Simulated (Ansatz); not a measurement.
Geometry optimisation, Ansatz, RKS PBE0/6-31G*.

Input file:

```yaml
crystal:
  periodic: [false, false, false]
  atoms:
    - { symbol: B, position_ang: [0.030978, 0.564715, -0.297224] }
    - { symbol: H, position_ang: [0.185007, -0.402629, 1.894201] }
    - { symbol: "N", position_ang: [1.303077, 0.087368, -0.671409] }
    - { symbol: H, position_ang: [1.40557, -0.784088, -1.166282] }
    - { symbol: H, position_ang: [2.176112, 0.544293, -0.467208] }
    - { symbol: F, position_ang: [-1.046886, -0.153964, -0.623929] }
    - { symbol: O, position_ang: [-0.210621, 1.757545, 0.369107] }
    - { symbol: H, position_ang: [0.596329, 2.258018, 0.533317] }
    - { symbol: H, position_ang: [-0.045166, 0.259341, 1.997427] }
basis:
  gaussian: { orbitals: "6-31G*" }
hamiltonian:
  xc: pbe0
relax:
  f_tol: 0.03
  max_steps: 50
```

Launched with:

```bash
$ ansatz run input.yaml --threads 1 --pin off --max-ram 2048MiB --backend cpu --events-out ev --progress --plain --runs-dir out
```

Question: Where does it end, and by what steps?

Answer: The forces met the threshold. The force dipped under the threshold on the way, but the program's further checks kept it going. After 21 steps the energy has fallen by 0.214 eV; H2 moved furthest, 1.44 Å.

| step | energy less start (eV) | largest force component (eV/Å) | accepted |
| --- | --- | --- | --- |
| 0 | 0.0000 | 1.497 | yes |
| 1 | -0.1257 | 0.295 | yes |
| 2 | -0.1673 | 0.201 | yes |
| 3 | -0.1857 | 0.141 | yes |
| 4 | -0.1894 | 0.131 | yes |
| 5 | -0.1896 | 0.232 | yes |
| 6 | -0.1819 | 0.750 | no |
| 7 | -0.1930 | 0.094 | yes |
| 8 | -0.1977 | 0.039 | yes |
| 9 | -0.1928 | 0.612 | no |
| 10 | -0.2008 | 0.059 | yes |
| 11 | -0.2030 | 0.153 | yes |
| 12 | -0.2045 | 0.287 | yes |
| 13 | -0.2087 | 0.121 | yes |
| 14 | -0.2112 | 0.074 | yes |
| 15 | -0.2126 | 0.058 | yes |
| 16 | -0.2127 | 0.209 | yes |
| 17 | -0.2137 | 0.048 | yes |
| 18 | -0.2140 | 0.017 | yes |
| 19 | -0.2142 | 0.016 | yes |
| 20 | -0.2143 | 0.036 | yes |
| 21 | -0.2144 | 0.014 | yes |

```xyz
9
Properties=species:S:1:pos:R:3
B 0.059 0.569 -0.664
H 0.084 -0.072 3.296
N 1.351 0.166 -1.063
H 1.477 -0.487 -1.820
H 2.211 0.466 -0.636
F -0.996 0.067 -1.315
O -0.216 1.443 0.353
H 0.577 1.786 0.778
H -0.153 0.193 2.641
```

The run took 45 s on 1 thread of Intel(R) Xeon(R) Platinum 8488C (Sapphire Rapids), with other jobs on the host, peak memory 0.18 GiB.
